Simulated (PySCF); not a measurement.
## How methods differ on the excitation energy of Bi²⁺

Bi²⁺ [Xe] 4f14 5d10 6s2 6p1 (2P) → Bi²⁺ [Xe] 4f14 5d10 6s2 7s1 (2S), as a difference of total energies. Calculation: PySCF 2.14, in x2c-TZVPPall with one added diffuse shell each of s, p, d, f type (12s8p7d4f, 99 functions); scalar relativity by spin-free X2C-1e. Correlated levels: valence: [Xe] 4f14 5d10 frozen; valence and next inner shell: [Kr] 4d10 4f14 frozen. The calculations carry no spin-orbit coupling.

| method | excitation energy (eV) |
| --- | --- |
| UHF | 9.882 |
| LDA | 9.924 |
| PBE | 9.745 |
| PBE0 | 9.899 |
| r2SCAN | 10.013 |
| B2PLYP | 9.904 |
| r2SCANh | 10.051 |
| TPSS | 9.820 |
| MP2 (valence) | 9.836 |
| SCS-MP2 (valence) | 9.859 |
| MP2 (valence and next inner shell) | 9.807 |
| SCS-MP2 (valence and next inner shell) | 9.781 |

Q: How much does correlation contribute at MP2 (valence and next inner shell)?

A: 9.807 − (9.882) = -0.075 eV, measured against UHF.

A first-order spin-orbit estimate (lowest level to lowest level, LS coupling) adds 1.464 eV.

The promoted electron is Rydberg-like, and one or two diffuse shells describe it only roughly, which tends to raise the upper state.
